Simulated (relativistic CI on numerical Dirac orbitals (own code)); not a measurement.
# Nd XLII: q coefficients and field-shift factors

These numbers are calculated, not measured: Dirac-Coulomb-Breit CI, orbitals from a KLI potential per configuration, derivatives by finite differences, unscaled Slater integrals, QED left out (own radial code, finite nucleus).

Configuration list (outside the closed core [Ne]): 3s2 3p6 3d, 3s2 3p5 3d2, 3s 3p6 3d2, 3s2 3p6 4s, 3s2 3p6 4p, 3p6 3d3, 3p5 3d4. Double excitations out of closed p, d and f shells are left out; levels of such configurations are missing from the list, as are those of other unlisted configurations, and high levels can miss mixing partners.

With x = (α/α₀)² − 1 an excitation energy changes as ω = ω₀ + qx; K = 2q/ω₀ is the relative enhancement. Terms are leading LS components, so labels can repeat. The field-shift factor is F = δν/δ⟨r²⟩ for the transition from the lowest level.

Lowest level 3s2 3p6 3d 2D_3/2.

```tsv
Level	ω₀ (cm⁻¹)	q (cm⁻¹)	K	F (GHz/fm²)
3s2 3p6 3d 2D_5/2	228161	229400	2.01	2.75
3s2 3p5 3d2 4D°_1/2	1533069	89110	0.116	6.76
3s2 3p5 3d2 4D°_3/2	1538234	70450	0.0916	6.75
3s2 3p5 3d2 4F°_5/2	1581623	71150	0.09	6.91
3s2 3p5 3d2 4G°_7/2	1606098	61620	0.0767	6.79
3s2 3p5 3d2 4P°_3/2	1723976	101500	0.118	6.97
3s2 3p5 3d2 4D°_5/2	1737205	284000	0.327	9.26
3s2 3p5 3d2 4G°_9/2	1769497	282000	0.319	9.47
3s2 3p5 3d2 4D°_7/2	1779109	296800	0.334	9.57
3s2 3p5 3d2 4D°_3/2	1804926	292400	0.324	9.11
3s2 3p5 3d2 4P°_5/2	1818901	292200	0.321	9.49
3s2 3p5 3d2 4G°_11/2	1830600	299300	0.327	9.9
3s2 3p5 3d2 2G°_7/2	1844046	288000	0.312	9.51
3s2 3p5 3d2 4P°_1/2	1881620	296700	0.315	9.14
3s2 3p5 3d2 2F°_7/2	1907933	294300	0.309	9.85
3s2 3p5 3d2 4D°_5/2	1921968	296900	0.309	9.81
3s2 3p5 3d2 2G°_9/2	1934583	316400	0.327	10.1
3s2 3p5 3d2 2D°_3/2	1939588	299800	0.309	9.56
3s2 3p5 3d2 2H°_11/2	2014586	481000	0.478	12.1
3s2 3p5 3d2 2D°_3/2	2040285	342500	0.336	4.76
3s2 3p5 3d2 2D°_5/2	2046636	505200	0.494	12
3s2 3p5 3d2 2G°_9/2	2084360	475300	0.456	12.1
3s2 3p5 3d2 2F°_7/2	2089830	508100	0.486	11.9
```

At this charge energies of transitions that change n are usually good to better than 1 %, and those within a shell (Δn = 0) to a few per cent.
